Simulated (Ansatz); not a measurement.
Molecule: C₆H₁₁, net charge -1, singlet state. It need not be the lowest isomer of its formula. Whether it binds its extra electron was not tested at this geometry. 
Coordinates optimised at B3LYP-D3(BJ)/def2-TZVP (Ansatz, an electronic-structure program):
```
C
H 1 1.0952
H 1 1.1029 2 106.04
C 1 1.5249 2 111.02 3 119.65
C 4 1.3473 1 130.57 2 17.82
H 4 1.1014 5 118.59 1 -177.97
C 5 1.5194 4 118.11 6 -179.32
H 7 1.0988 5 110.04 4 -125.13
H 7 1.0989 8 104.86 5 117.77
H 7 1.1169 8 106.23 9 112.05
C 1 1.5339 2 108.23 3 -115.23
H 11 1.0944 1 108.30 2 -63.00
H 11 1.0966 12 105.89 1 116.59
C 11 1.5294 12 109.89 13 118.27
H 14 1.0944 11 110.81 12 62.69
H 14 1.0946 15 107.20 11 -121.17
H 14 1.0957 15 107.67 16 -115.64
```
Charge -1, spin multiplicity 1.

Parts of the frozen-core correlation energy in cc-pVDZ (Ansatz, hartree). Frozen orbitals: 6; correlated occupied orbitals by spin: 18 and 18; virtual: 115 and 115. No spin-orbit coupling. No relativistic terms.

```csv
term,value
reference (HF),-233.50641
MP2 opposite-spin,[?]
MP2 same-spin,-0.20086
CCSD correlation,[?]
(T),[?]
T1 diagnostic,0.011
largest doubles amplitude,0.037
```

What belongs in the gaps?


- MP2 opposite-spin, value: -0.65408
- CCSD correlation, value: -0.93112
- (T), value: -0.03153
